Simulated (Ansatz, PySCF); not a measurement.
This PySCF input computes a BLYP/def2-TZVPD energy:

```python
from pyscf import gto, scf, dft

mol = gto.M(
    atom='''
    Ge   -0.20405389   -0.11611562    0.26024888
    O     1.08907186   -0.99577764   -0.48780733
    H     1.30796596   -1.89757175   -0.19444646
    O    -0.31320287    1.43728116   -0.50173047
    H    -0.98519356    2.08124341   -0.21721516
    ''',
    basis='def2-tzvpd',
    charge=1,
    spin=1,
    verbose=4,
)

mf = dft.UKS(mol, xc='blyp').density_fit(auxbasis='def2-universal-jkfit')
mf.grids.level = 3
mf.conv_tol = 1e-9
mf.max_cycle = 100
mf.max_memory = 1500
mf.kernel()
if not mf.converged:
    mf = mf.newton()
    mf.kernel(mf.make_rdm1())
for _ in range(2):
    mo, _, stable, _ = mf.stability(return_status=True)
    if stable:
        break
    mf.kernel(mf.make_rdm1(mo, mf.mo_occ))
mf.analyze()
```

Write an input for the same energy in Ansatz (an electronic-structure program) and say what it gives.


Ansatz 0.2 input:
```yaml
crystal:
  periodic: [false, false, false]
  atoms:
    - {symbol: Ge, position_ang: [-0.20405389, -0.11611562, 0.26024888]}
    - {symbol: O, position_ang: [1.08907186, -0.99577764, -0.48780733]}
    - {symbol: H, position_ang: [1.30796596, -1.89757175, -0.19444646]}
    - {symbol: O, position_ang: [-0.31320287, 1.43728116, -0.50173047]}
    - {symbol: H, position_ang: [-0.98519356, 2.08124341, -0.21721516]}
basis:
  gaussian:
    orbitals: def2-TZVPD
hamiltonian:
  xc: {name: BLYP}
total_charge: 1
magnetization: {spin_polarized: true, initial_magnetization: 1}
output: {forces: true}
```
It gives -2228.48404 Eh, and PySCF -2228.48411 Eh, a difference of 0.07 mEh, from the treatment of integrals and grids.
